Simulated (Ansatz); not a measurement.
`C[Se][Si](F)(F)F` → `[CH2]` (triplet) + `F[Si](F)(F)[SeH]` at 700 K and 1 bar (formal loss of a carbene).

Isolated molecules relaxed with PBE0-D4/def2-TZVP in Ansatz; ΔE leaves out vibrations. CBS: MP2 limit from def2 TZ/QZ plus the TZ coupled-cluster correction, frozen cores. This one scheme is used for every species. Triplets are unrestricted, without spin–orbit coupling. For Se outer-core shells are correlated without core-valence functions, which leaves a few kJ/mol of doubt a bond. Scalar relativity is left out up to krypton. One conformer a species, not always the lowest.

```
           species  CCSD(T)/CBS energy (Eh)  H − E (kJ/mol)  S (J/(mol·K))
`C[Se][Si](F)(F)F`              -3029.26210           206.3          503.6
 `[CH2]` (triplet)                -39.09499            70.4          226.8
`F[Si](F)(F)[SeH]`              -2990.00244           109.4          435.9
```

H − E and S are ideal-gas, rigid-rotor, harmonic terms from PBE0-D4/def2-TZVP, for one conformer and one mirror image of each species, with the whole ground term of open shells counted as degenerate. 1 Eh = 2625.50 kJ/mol, R = 8.31446 J/(mol·K).

By hand: ΔE, ΔH, ΔS and ΔG.

ΔE = (-39.09499) + (-2990.00244) − (-3029.26210) = 0.16467 Eh = 432.3 kJ/mol. Δ(H − E) = 70.4 + 109.4 − 206.3 = -26.5, so ΔH = 405.8 kJ/mol. ΔS = 226.8 + 435.9 − 503.6 = 159.1 J/(mol·K). ΔG = 405.8 − 700 × (159.1)/1000 = 294.4 kJ/mol.

By hand: the equilibrium constant, and the temperature at which ΔG would vanish if ΔH and ΔS stayed fixed.

log₁₀ K = −ΔG/(RT ln 10) = -22.0. ΔG = 0 at ΔH/ΔS = 2551 K, far beyond where these terms or the molecules hold.

The number of gas molecules changes by +1, which sets the sign of ΔS. A doubt of 5 kJ/mol in ΔE shifts log₁₀ K by 0.4 here. Other conformers and mirror images would add mixing entropy, several J/(mol·K) or more a flexible species. Modes under 60 cm⁻¹, often nearly free rotors, make the harmonic entropy too high. A triplet takes part, so the spin changes. These are equilibria of isolated gas molecules and say nothing of rates. Largest T1 diagnostic: 0.011 (customary marks: 0.02 for closed shells, 0.045 for open ones).
